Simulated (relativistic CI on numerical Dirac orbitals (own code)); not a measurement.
# Li I: q coefficients

Method of calculation: Dirac-Coulomb-Breit CI, KLI orbitals optimised for each configuration, valence Slater integrals scaled by 0.85, P86 correlation energy added to each configuration, derivatives by finite differences, QED left out (own radial code, finite nucleus).

Configuration list (outside the closed core 1s2): 2s, 2p, 3s, 3p, 3d, 4p, 4d. Levels of other configurations are missing.

With x = (α/α₀)² − 1 an excitation energy changes as ω = ω₀ + qx; K = 2q/ω₀ is the relative enhancement. Terms are leading LS components, so labels can repeat.

Lowest level 2s 2S_1/2.

```tsv
Level	ω₀ (cm⁻¹)	q (cm⁻¹)	K
2p 2P°_1/2	15261.0	2.65	0.000347
2p 2P°_3/2	15261.1	2.694	0.000353
3s 2S_1/2	28326.1	1.791	0.000126
3d 2D_3/2	31892.8	2.442	0.000153
3d 2D_5/2	31892.8	2.476	0.000155
3p 2P°_3/2	32297.5	2.492	0.000154
3p 2P°_1/2	32297.6	2.546	0.000158
4d 2D_3/2	38197.3	2.471	0.000129
4d 2D_5/2	38197.3	2.485	0.00013
4p 2P°_3/2	38354.7	2.479	0.000129
4p 2P°_1/2	38354.8	2.527	0.000132
```

Correlation outside the listed configurations is missing or only estimated: errors of thousands of cm⁻¹ between configurations and terms are usual at this charge. Rates and lifetimes follow the computed energies and can be off by large factors. The fine structure of a lone outer electron comes out too small, for d and f at times inverted, and misplaced configurations move strength between like terms.
